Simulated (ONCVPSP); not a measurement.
Before and after: ONCV potential for Ru (Z = 44)

* Element: ruthenium (Ru)
* Generator: ONCVPSP 4.0.1
* Type: optimised norm-conserving Vanderbilt (ONCV)
* Functional: PBEsol
* Relativity: scalar-relativistic
* Frozen core: [Ar] 3d10
* Valence charge: 16
* Reference configuration: 4s2 4p6 4d7 5s1
* Partial waves: 4s+5s: rc 1.55 bohr, ncon 4, nbas 7, qcut 10.2 1/bohr, 2 projectors; 4p: rc 1.45 bohr, ncon 4, nbas 9, qcut 11.5 1/bohr, 1 projector; 4d: rc 1.45 bohr, ncon 5, nbas 10, qcut 10.4 1/bohr, local
* Local potential: the d channel
* Core correction: Teter function, fcfact 1.75, rcfact 1.65

Change: d: qcut 14.2.

Cutoffs: the cutoffs (Ha) at which the residual kinetic energy of the hardest occupied pseudo-wave falls to 1 and 0.1 mHa per electron; they do not see the model core or the augmentation charge, which bear on the density cutoff. Errors are all-electron minus pseudo energies relative to the spin-unpolarised reference configuration.

Problem. Predict the effect on cutoff, ghosts and configuration errors.

Solution. The potential gets harder (37 Ha and 45 Ha → 37 Ha and 56 Ha); of the 4 tests that both files solve, the error grows in 1 and shrinks in 1 by more than 15 % and 0.3 meV (median size 1.4 → 1.5 meV); neither file shows a bound ghost. The waves are optimised to have the least kinetic energy above qcut, so the cutoff follows it (qcut²/2 in Ha).

```tsv
quantity	base	changed
cutoff, loose	37 Ha	37 Ha
cutoff, tight	45 Ha	56 Ha
loose cutoff by channel	s 32 Ha, p 37 Ha, d 27 Ha	s 32 Ha, p 37 Ha, d 26 Ha
bound ghosts	none	none
GHOST(+) flags under 300 eV	none	none
error for 4s2 4p6 4d7 5s0, meV [ΔE 7.30 eV]	-1.5	-1.5
error for 4s2 4p6 4d6 5s0, meV [ΔE 25.48 eV]	-1.2	-1.6
error for 4s2 4p6 4d5 5s0, meV [ΔE 56.09 eV]	+1.2	-0.3
error for 4s1 4p6 4d7 5s1, meV [ΔE 82.64 eV]	-59	-64
s: phases at 1.57 bohr within 0.05 rad from the reference energy up to (Ha; the scan ends near 5)	to the end of the scan	to the end of the scan
p: phases at 1.47 bohr within 0.05 rad from the reference energy up to (Ha; the scan ends near 5)	2.9	3.0
d: phases at 1.47 bohr within 0.05 rad from the reference energy up to (Ha; the scan ends near 5)	to the end of the scan	to the end of the scan
rms error of d²Exc/dni dnj with the model core, mHa	0.40	0.40
```
